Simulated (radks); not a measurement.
The numbers below are computed, except where a source is named.
Task: Ionisation of the neodymium ion Nd3+, [Xe] 4f3, to Nd4+, [Xe] 4f2, under several functionals. Dirac Kohn-Sham, spin-unpolarised, spherical densities, point nucleus; open shells fill j = l - 1/2 first; a radial shooting solver on a logarithmic mesh with Libxc functionals. The NIST Atomic Spectra Database gives 40.60 eV (semi-empirical). Rank these functionals by the error of their Delta-SCF ionisation energy: XLYP; AM05; LDA (Slater exchange, VWN5 correlation); PBE; Wu-Cohen GGA; LDA (Slater exchange, Perdew-Zunger correlation); RPBE; revPBE.

Result: From best to worst: LDA (Slater exchange, VWN5 correlation) 40.603 eV (+0.003); LDA (Slater exchange, Perdew-Zunger correlation) 40.591 eV (-0.009); AM05 40.347 eV (-0.253); Wu-Cohen GGA 40.308 eV (-0.292); PBE 40.242 eV (-0.358); revPBE 40.176 eV (-0.424); RPBE 40.173 eV (-0.427); XLYP 40.078 eV (-0.522). Spin polarisation and multiplet splitting are left out, so open shells lie too high by an amount that depends on their filling.

Beside tabulated values, note that spin-unpolarised runs miss the spin-polarisation part of the exchange energy of open shells. No tabulated value is given for the 4+ ions of Nd, Pm and Eu to Yb, where it belongs to another shell than the one emptied here.
